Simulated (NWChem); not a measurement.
**Correlation energy of trisilylamine (H₉NSi₃)**

```xyz
13

Si    -0.4883    -1.6948     0.0000
N      0.0667    -0.0180     0.0000
Si     0.2341     0.8501     1.5289
Si     0.2341     0.8501    -1.5289
H      0.0253    -2.3770     1.2218
H     -1.9795    -1.8057     0.0000
H      0.0253    -2.3770    -1.2218
H      0.6898    -0.1014     2.5819
H      1.2330     1.9433     1.3601
H     -1.0514     1.4631     1.9848
H     -1.0514     1.4631    -1.9848
H      1.2330     1.9433    -1.3601
H      0.6898    -0.1014    -2.5819
```
Charge 0, spin multiplicity 1.

The numbers come from NWChem runs, not from measurements. All single points use one geometry, from B3LYP/def2-SVP, held to Cs symmetry and with no frequency check, so it may be a saddle point.

Basis set: STO-3G. Each correlation energy counts from its own Hartree-Fock reference.

The correlated methods keep 16 core orbitals frozen. Coupled-cluster values serve here as a point of comparison, not as the truth.

Q: For the correlation energy, MP2 gives -176.7 mHa and SCS-MP2 gives -195.8 mHa. What do CR-CCSD[T], CR-CCSD(T), CCSD give?

A: CR-CCSD[T]: -240.0 mHa; CR-CCSD(T): -239.6 mHa; CCSD: -236.6 mHa.
